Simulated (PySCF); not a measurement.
Si(F)2(OH)(SiH3), H4F2OSi2, SMILES O[Si](F)(F)[SiH3] at its PBE0/def2-SVP optimised geometry (Å):

```
9

O     -1.0888     0.4701     0.0000
Si    -0.5297    -1.0698     0.0000
F      1.0888    -1.0698     0.0000
F     -0.9267    -1.8015    -1.3882
Si    -1.3723    -2.2154     1.8381
H     -0.8221     1.0698    -0.7049
H     -2.8619    -2.2595     1.7567
H     -0.8287    -3.6057     1.8329
H     -0.9529    -1.5186     3.0895
```

Level of theory: PBE0/def2-TZVP in PySCF 2.14.0. Cells within 0.4 Å of a nucleus heavier than hydrogen are left out (blank, or x).

Map of the electron localisation function on the plane z = 0.0 Å:

```
|000000000000000000000000000|
|000000000000000000000000000|
|000000000000000000000000000|
|000000000000000000000000000|
|000000000000000000000000000|
|000000000000000000000000000|
|000000011111100000000000000|
|000011233443210000000000000|
|000123566776421000000000000|
|000246788887631000000000000|
|001357998x88741000000000000|
|00136899xxx9751000000000000|
|00136899xxx9841001221000000|
|000247899999730135543100000|
|000024678986322478875210000|
|000001245201004899987410000|
|0000001210xxx069xxx98520000|
|0000001201xxx169xxx98520000|
|0000002310xxx069xxx98520000|
|000001233101005899986410000|
|000000123421112578875200000|
|000000122332211245542100000|
|000000011222100012221000000|
|000000000111000000000000000|
|000000000000000000000000000|
|000000000000000000000000000|
|000000000000000000000000000|
```
Scale: ten equal steps from 0.000 (start of '0') to 0.897 (end of '9'), in the order '0123456789'; x runs from -3.50 to 3.50, y from -3.50 (bottom) to 3.50 (top).
